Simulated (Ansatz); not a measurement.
`C=CCC(F)S` + `OB(O)O` → `C=CCOB(O)O` + `FCS`  (substitution at a C–C bond)

Program: Ansatz. Geometries: PBE0-D4/def2-TZVP. ΔE: electronic, gas phase. CCSD(T)/CBS adds triple-zeta CCSD(T) − MP2 to the extrapolated MP2 energy (def2 sets, frozen cores). This one scheme is used for every species. DFT in def2-TZVPP. B3LYP here is the variant with VWN-RPA as its local correlation; programs differ in this. Each species was taken in one conformer, which may not be the lowest.

`C=CCC(F)S`:

```xyz
13

C     1.835    0.184    0.806
C     0.913   -0.508    0.153
C    -0.539   -0.512    0.502
C    -1.405    0.395   -0.360
F    -1.116    1.709   -0.055
S    -1.304    0.115   -2.136
H     1.579    0.802    1.661
H     2.877    0.159    0.510
H     1.211   -1.120   -0.695
H    -0.945   -1.524    0.421
H    -0.676   -0.182    1.537
H    -2.461    0.231   -0.121
H     0.029    0.249   -2.223
```

`OB(O)O`:

Cartesian coordinates in Å:
```
O -0.385 1.108 0.700
B 0.000 0.000 0.000
O 0.991 -0.805 0.486
O -0.606 -0.303 -1.186
H 0.112 1.214 1.514
H 1.172 -1.548 -0.093
H -1.284 0.334 -1.420
```

`C=CCOB(O)O`:

Cartesian coordinates in Å:
```
C -1.265 -2.075 1.424
C -0.989 -0.817 1.119
C 0.240 -0.383 0.399
O -0.124 0.412 -0.720
B 0.719 1.359 -1.217
O 0.335 2.095 -2.305
O 1.936 1.586 -0.643
H -2.154 -2.344 1.981
H -0.604 -2.885 1.130
H -1.669 -0.020 1.412
H 0.886 0.197 1.067
H 0.809 -1.255 0.060
H -0.537 1.843 -2.617
H 2.416 2.287 -1.089
```

`FCS`:

Z-matrix (Å, degrees):
```
C
S 1 1.789
F 1 1.375 2 113.1
H 1 1.090 2 110.8 3 121.5
H 1 1.092 2 106.3 3 -118.9
H 2 1.342 1 96.6 3 -76.4
```

CCSD(T)/CBS gives +63.9 kJ/mol.

Task: Another level gave +62.3 kJ/mol. Which?
A. CCSD(T)/def2-TZVPP
B. PBE/def2-TZVPP
C. HF/def2-TZVPP
D. B3LYP/def2-TZVPP

Result: A. CCSD(T)/def2-TZVPP 62.3, PBE 55.0, B3LYP 47.9, HF/def2-TZVPP 43.9 kJ/mol.

Largest T1 diagnostic among the species: 0.012.

The D4 term adds +6.8 kJ/mol with B3LYP and +3.6 kJ/mol with PBE0; it sums over pairs of atoms, weighted by their polarisabilities, and B3LYP, whose exchange is more repulsive, gets the larger term. In def2-TZVPP, CCSD(T) changes the Hartree–Fock value by +18.4 kJ/mol (the triples alone add +2.3 kJ/mol) and MP2 by +26.5 kJ/mol.
